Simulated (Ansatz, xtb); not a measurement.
Isomers of C5H9NSi2 in order of energy

5 gas-phase structures of C5H9NSi2, from a drawn sample of its isomers (lower ones may exist). Each was relaxed with GFN2-xTB:

A. `[SiH3]c1ccncc1[SiH3]`, a singlet
B. `[SiH3]c1ccnc([SiH3])c1`, a singlet
C. `[SiH3]c1ccc([SiH3])nc1`, a singlet
D. `[SiH3]c1cccc([SiH3])n1`, a singlet
E. `[SiH3]c1cncc([SiH3])c1`, a singlet

Question: Which do you expect lowest at r2SCAN-D4/def2-SVP//GFN2-xTB, and how would the others follow?

Answer: Calculated order at r2SCAN-D4/def2-SVP//GFN2-xTB: E (0.0), A (1.1), C (1.2), B (1.7), D (2.2) kcal/mol. Less than 1 kcal/mol parts A and C; C and B; B and D, so the order within those pairs means little.

Energies above the lowest of each column, in kcal/mol; the last columns are at r2SCAN-D4/def2-SVP geometries:

```tsv
structure	GFN2-xTB	HF/STO-3G	r2SCAN-D4/def2-SVP//GFN2-xTB	r2SCAN-D4/def2-SVP	CCSD(T)/def2-SVP + ΔMP2/def2-TZVPP
E	0.0	0.0	0.0	0.0	0.0
A	1.6	3.1	1.1	1.0	1.2
C	1.0	0.5	1.2	1.2	1.5
B	1.5	0.9	1.7	1.7	2.0
D	2.1	1.3	2.2	2.3	2.8
```

Every level run on E puts it lowest or level with the lowest. B keeps a small imaginary mode. D keeps a small imaginary mode. ΔMP2 is the change of the MP2 energy from the smaller to the larger basis.

Over these structures GFN2-xTB departs from r2SCAN-D4/def2-SVP//GFN2-xTB by 0.2 kcal/mol on average once a common shift is removed. A GFN2-xTB relaxation took about 0.3 s and the r2SCAN-D4/def2-SVP//GFN2-xTB energy about 9 s on a shared host (Ansatz 0.2.0, xtb 6.7.1).
